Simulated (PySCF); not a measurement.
**Static response to an electric field**

Compound: C6H11N2 (charge +1).
Atom-mapped SMILES: `[CH3:1][CH2:2][c:3]1[cH:4][n+:5]([CH3:6])[cH:7][nH:8]1` (hydrogens: H9, H10, H11 on C1; H12, H13 on C2; H14 on C4; H15, H16, H17 on C6; H18 on C7; H19 on N8)

Cartesian coordinates in Å at the PBE0-D3(BJ)/def2-SVP level; atoms count from 1:
```xyz
19
C6H11N2 angstrom
C     -2.8678    0.6663    0.1918
C     -1.9176   -0.4941   -0.0930
C     -0.4818   -0.1577    0.1071
C      0.5932   -0.2180   -0.7386
N      1.7032    0.2187   -0.0457
C      3.0512    0.3070   -0.5861
C      1.3360    0.5426    1.1889
N      0.0252    0.3212    1.2983
H     -2.8148    1.0025    1.2393
H     -2.6521    1.5298   -0.4539
H     -3.9054    0.3564    0.0078
H     -2.1688   -1.3612    0.5422
H     -2.0314   -0.8384   -1.1307
H      0.6509   -0.5371   -1.7761
H      3.0620    0.9970   -1.4402
H      3.7286    0.6816    0.1898
H      3.3848   -0.6879   -0.9091
H      1.9911    0.9197    1.9718
H     -0.5165    0.4867    2.1416
```

Level: PBE0/def2-SVPD (PySCF), static field, nuclei fixed, core orbitals frozen in the response. The polarisability tensor in these axes (au):

```
x   102.70   3.77  -3.37
y     3.77  59.74   6.37
z    -3.37   6.37  76.04
```

Diagonalise the tensor; give its mean and Δα, where Δα² is half the sum of the squared differences of the eigenvalues.

Principal values 57.07, 78.08 and 103.33 au; mean 79.49 au = 11.78 Å³ = 13.11 × 10⁻⁴⁰ C²·m²/J; Δα = 40.12 au (50 % of the mean).

What depolarisation ratio follows for Rayleigh scattering of linearly polarised light, taking the static tensor?

ρ = 3Δα²/(45ᾱ² + 4Δα²) = 4827.8/(284356 + 6437.1) = 0.0166.

Directions of the eigenvectors, and the extent of the frame along each?

Largest value along (0.99, 0.07, -0.11), where the nuclei span 7.58 Å; middle along (0.08, 0.34, 0.94), 4.11 Å; least along (-0.10, 0.94, -0.33), 3.09 Å. The response follows the extents in order.

In TDDFT the mean static polarisability is Σ f/ω² over all singlet excitations (ω in hartree). How much of it do the 6 lowest give? Their energies (eV) and oscillator strengths: 6.03, 0.1363; 7.12, 0.0812; 7.29, 0.0003; 7.67, 0.0398; 7.91, 0.0045; 7.94, 0.0396.

They add up to 4.98 au, 6.3 % of the 79.49 au; the largest single term is 2.77 au, from the state at 6.03 eV. Terms in order: 2.77, 1.19, 0.00, 0.50, 0.05, 0.47 au. Higher excitations give the rest. The strengths listed sum to 0.302.

Give the eigenvalues of the traceless quadrupole moment Θ = ½Σq(3rr − r²1), origin at the centre of nuclear charge.

-19.74, 0.73, 19.01 D·Å. The values depend on the origin, since the species is charged. The electronic extent ⟨r²⟩ about the same centre is 1137 bohr², a root-mean-square distance of 2.30 Å for the 60 electrons.

Isolated species at its PBE0-D3(BJ)/def2-SVP geometry (one conformer only).
